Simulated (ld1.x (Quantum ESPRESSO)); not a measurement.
**Pt: variants of one TM semilocal potential**

Base potential:

Pt (Z = 78), norm-conserving Troullier–Martins (semilocal form), made with ld1.x (Quantum ESPRESSO) 7.5 (LDA (PZ), scalar-relativistic). Core [Kr] 4d10 4f14, reference 5s2 5p6 5d9 6s1 6p0. Waves: 5s (bound): rc 1.65 bohr; 5p (bound): rc 1.95 bohr; 5d (bound): rc 1.90 bohr; 5f channel at -0.1 Ry: rc 2.05 bohr. Local part: the f channel. Core correction: none.

Occupied shells without a wave of their own: 6s. They enter only through the test configuration that unscreens the potential.

Cutoffs, loose and tight: the cutoffs (Ry, on a coarse ladder) from which the occupation-weighted sum of valence levels, in a spherical-Bessel basis at the reference potential, stays within 10 and 1 mRy of its value at 400 Ry. They do not see the model core or the augmentation charge, which bear on the density cutoff. Test errors are all-electron minus pseudo excitation energies from the reference, over the configurations 5s2 5p6 5d9 6s0 6p0; 5s2 5p6 5d8 6s0 6p0; 5s2 5p6 5d7 6s0 6p0; 5s2 5p5 5d9 6s1 6p0; 5s1 5p6 5d9 6s1 6p0; 5s2 5p6 5d9 6s0.5 6p0; 5s2 5p6 5d9.5 6s0.5 6p0 (two spin-polarised tests are not counted in the largest error). A dash means not determined; rows that change the core or the reference have their own tests.

Cutoffs are not given where the Bessel-basis levels miss the radial ones by over 6 mRy, ghosts where they miss by over 20 mRy; a channel whose overlap is not positive is not tested.

In the semilocal form every listed channel keeps its own potential, so the choice of the local channel does not act on these tests. It acts once the file is put into the separable form.

A semilocal file is local in each channel, so a ghost entry of none says nothing of the separable form that plane-wave codes build from it.

On the changes marked as counting shells twice: ld1.x takes every shell without a wave as core, so the model core holds the marked electrons as well and exchange and correlation see them twice. This cancels in the reference configuration, but the file is broken for other ones, and its errors say nothing about a proper core correction.

| change | outcome | bound ghosts | largest test error (meV) |
| --- | --- | --- | --- |
| base | generated, misses its reference levels by 6.27 eV | not determined | no test is counted, since the test run did not reproduce the reference configuration |
| wave 5f channel at -0.1 Ry: rc 2.05 bohr becomes 5f channel at -0.1 Ry: rc 1.56 bohr | generated, misses its reference levels by 6.27 eV | not determined | no test is counted, since the test run did not reproduce the reference configuration |
| all radii scaled by about 1.19 (s 1.96, p 2.32, d 2.26, f 2.44 bohr) | failed: run_pseudo: Errors in PS-KS equation | – | – |
| core correction a·sin(br)/r model core inside 1.84 bohr (6s counted twice) | generated, misses its reference levels by 6.33 eV | not determined | no test is counted, since the test run did not reproduce the reference configuration |
| wave 5s (bound): rc 1.65 bohr becomes 5s (bound): rc 2.54 bohr | failed: run_pseudo: Errors in PS-KS equation | – | – |
| form changed from semilocal to separable (Kleinman–Bylander), still TM; local potential all-electron potential smoothed inside 1.25 bohr (lloc = -1) | failed: run_pseudo: Errors in PS-KS equation | – | – |
| wave 5f channel at -0.1 Ry: rc 2.05 bohr becomes 5f channel at -0.03 Ry: rc 2.05 bohr | generated, misses its reference levels by 6.27 eV | not determined | no test is counted, since the test run did not reproduce the reference configuration |

Problem. What comes out with this change to the base: wave 5p (bound): rc 1.95 bohr becomes 5p (bound): rc 1.50 bohr?

Solution. outcome: generated, misses its reference levels by 6.28 eV; bound ghosts: not determined; largest test error (meV): +10584.
